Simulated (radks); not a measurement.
Numerical settings for the iron ion Fe+, [Ar] 3d6 4s1. Method: scalar-relativistic Kohn-Sham, PBE, spin-polarised, spherical densities, finite nucleus; open shells are filled with parallel spins first; Fermi nuclear charge, rms radius 3.7377 fm; computed with a radial shooting solver on a logarithmic mesh with Libxc functionals. The defaults (mesh step 0.008 in ln r, mesh end at 40 bohr or more with all orbitals vanishing there, Anderson mixing 0.5 over 9 steps, residual threshold near 1e-9 with the energy settled to 1e-9 hartree or 1e-11 of itself, here a cap of 87 iterations) give E = -1272.2935 hartree and 4s at -13.070 eV in 18 iterations. Run on one thread of a shared host, so times are rough (Arm Neoverse N1): 0.23 s of CPU time, 0.23 s wall, 18 iterations on 2259 mesh points. One setting is changed at a time: mesh step in ln r 0.03; mesh step in ln r 0.2; mesh step in ln r 0.08; mesh end (bohr) 5; mesh end (bohr) 2; residual threshold 1e-13; residual threshold 1e-16; mixing 1.5; linear mixing, mixing 0.05; linear mixing, mixing 0.5; mixing history 3; iteration cap 2. Which runs fail to converge, and which converge to a wrong energy?

Answer. Not converged within the cap: mesh step in ln r 0.2; mesh step in ln r 0.08; residual threshold 1e-13; residual threshold 1e-16; linear mixing, mixing 0.05; linear mixing, mixing 0.5; iteration cap 2. Settled on a wrong energy, with an occupied level pushed above zero by the early mesh end: mesh end (bohr) 2 (+4.86 hartree). Apart from these: settings that end as converged yet miss the energy by more than 1 mhartree: mesh end (bohr) 5 (+0.0297 hartree).
